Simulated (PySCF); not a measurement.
Species: C6H7ClO.
Structure used (PBE0-D3(BJ)/def2-SVP), in Å, numbered top down from 1:
```
atom  x, y, z in Å
C1     2.6280   -0.5370   -0.0483
C2     1.3806   -0.6814   -0.5112
C3     0.1595   -0.0380   -0.0214
C4    -1.0504   -0.4080   -0.4995
C5    -2.3972    0.0953   -0.1267
C6     0.2112    1.0142    1.0317
O7    -0.4125    1.0514    2.0387
Cl8    1.2873    2.3831    0.6015
H9     2.8802    0.1509    0.7616
H10    3.4476   -1.1091   -0.4885
H11    1.2030   -1.3908   -1.3273
H12   -1.0313   -1.1719   -1.2873
H13   -3.0317   -0.7446    0.2022
H14   -2.8976    0.5307   -1.0080
H15   -2.3768    0.8384    0.6788
```

Level: PBE0/pcSseg-1 and B3LYP/def2-SVPD in PySCF, non-relativistic, on one gas-phase PBE0-D3(BJ)/def2-SVP geometry that isn't relaxed in the solvent. The solvent is an IEF-PCM continuum (cavity from Bondi-type radii × 1.2). The model holds no explicit solvent molecules, cavitation or dispersion.

Gas phase at PBE0/pcSseg-1: HOMO -7.12 eV, LUMO -1.74 eV, dipole 3.12 D.

Task: What does the continuum do to the energy, the frontier levels and the dipole at PBE0/pcSseg-1 in benzene and water?

Result: 
```
solvent      ε  E(solvent) − E(gas) (kcal/mol)  polarisation term (kcal/mol)  distortion of the solute (kcal/mol)  HOMO (eV)  LUMO (eV)  dipole (D)
benzene  2.271                           -2.15                         -2.31                                 0.16      -7.03      -1.71        3.55
  water  78.36                           -4.94                         -5.80                                 0.86      -6.98      -1.72        4.13
```

Polarisation term: ½ Σ q·V over the induced surface charges. Distortion: the rise of the solute's own energy as its density leaves the gas-phase optimum. From benzene to water the lowering changes by a factor 2.30, Onsager's factor (ε − 1)/(2ε + 1) by 2.14 and ε itself by 34.5.

Task: Which radius a makes the point-dipole formula ΔE = −[(ε − 1)/(2ε + 1)]·μ²/a³ give the value in water, with the gas-phase dipole?

Result: μ = 1.229 au and |ΔE| = 0.00788 Eh give a = 2.41 Å; the farthest nucleus lies 3.65 Å from the centroid of the nuclei, so such a sphere wouldn't even hold the nuclei. The formula assumes a rigid point dipole at the centre of a sphere.

Task: Give the dipole vector in the frame of the coordinates (D, pointing from negative to positive charge), gas and water.

Result: Gas (-0.85, -2.00, -2.25), solvent (-1.32, -2.58, -2.94). Its length changes by +32 % and its direction by 3°.

Task: Which Hirshfeld charges (PBE0/pcSseg-1) respond most in benzene (means over atoms taken as equivalent)?

Result: 
```json
{"atoms": "O7", "environment": "carbonyl oxygen", "gas (e)": "-0.184", "solvent (e)": "-0.195", "change": "-0.011"}
{"atoms": "H12", "environment": "vinylic hydrogen", "gas (e)": "+0.055", "solvent (e)": "+0.061", "change": "+0.006"}
{"atoms": "Cl8", "environment": "chlorine bonded to C", "gas (e)": "-0.058", "solvent (e)": "-0.064", "change": "-0.006"}
{"atoms": "C4", "environment": "alkene CH carbon", "gas (e)": "-0.004", "solvent (e)": "+0.001", "change": "+0.005"}
{"atoms": "H11", "environment": "vinylic hydrogen", "gas (e)": "+0.050", "solvent (e)": "+0.054", "change": "+0.004"}
{"atoms": "C3", "environment": "fully substituted alkene carbon", "gas (e)": "-0.023", "solvent (e)": "-0.027", "change": "-0.004"}
{"atoms": "C1", "environment": "terminal =CH2 carbon", "gas (e)": "-0.099", "solvent (e)": "-0.103", "change": "-0.004"}
{"atoms": "H13/H14/H15", "environment": "methyl hydrogen", "gas (e)": "+0.051", "solvent (e)": "+0.053", "change": "+0.002"}
{"atoms": "C2", "environment": "alkene CH carbon", "gas (e)": "-0.054", "solvent (e)": "-0.056", "change": "-0.002"}
{"atoms": "H10", "environment": "vinylic hydrogen", "gas (e)": "+0.053", "solvent (e)": "+0.055", "change": "+0.002"}
{"atoms": "C6", "environment": "acyl halide carbon", "gas (e)": "+0.188", "solvent (e)": "+0.190", "change": "+0.002"}
{"atoms": "C5", "environment": "allylic carbon", "gas (e)": "-0.112", "solvent (e)": "-0.111", "change": "+0.001"}
```

Gas phase at B3LYP/def2-SVPD: HOMO -6.92 eV, LUMO -2.02 eV, dipole 3.05 D.

Task: What does the continuum do to the energy, the frontier levels and the dipole at B3LYP/def2-SVPD in benzene?

Result: 
| solvent | ε | E(solvent) − E(gas) (kcal/mol) | polarisation term (kcal/mol) | distortion of the solute (kcal/mol) | HOMO (eV) | LUMO (eV) | dipole (D) |
| --- | --- | --- | --- | --- | --- | --- | --- |
| benzene | 2.271 | -2.04 | -2.21 | 0.17 | -6.82 | -1.99 | 3.51 |

Task: How does the static polarisability (B3LYP/def2-SVPD, frozen core, with the continuum's full static response) change?

Result: 
| medium | isotropic (au) | principal values (au) | ⟨r²⟩ of the electrons (bohr²) |
| --- | --- | --- | --- |
| gas | 96.5 | 69.5, 88.6, 131.3 | 1213.6 |
| benzene | 111.9 | 79.7, 101.3, 154.8 | 1213.1 |

The isotropic value in benzene is 1.16 times the gas-phase one; no cavity-field correction is applied. ⟨r²⟩ is taken about the centre of nuclear charge.
